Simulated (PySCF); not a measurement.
```xyz
8

C     -0.9640    -0.1838     0.0409
C      0.3106     0.5607    -0.2317
O      0.3917     1.6732    -0.7128
C      1.5480    -0.1672     0.1355
N      2.5229    -0.7357     0.4224
H     -1.8221     0.4262    -0.2614
H     -0.9600    -1.1404    -0.5047
H     -1.0271    -0.4329     1.1118
```

Charge 0, multiplicity 1.

Question: Give the Mulliken and meta-Löwdin atomic charges from PySCF with PBE-D3(BJ)/def2-TZVP.

Answer: 
```
atom  Mulliken (e)  meta-Löwdin (e)
----  ------------  ---------------
C1           -0.34            -0.39
C2            0.26             0.35
O3           -0.19            -0.33
C4           -0.24             0.05
N5            0.06            -0.15
H6            0.15             0.15
H7            0.15             0.15
H8            0.15             0.15
```
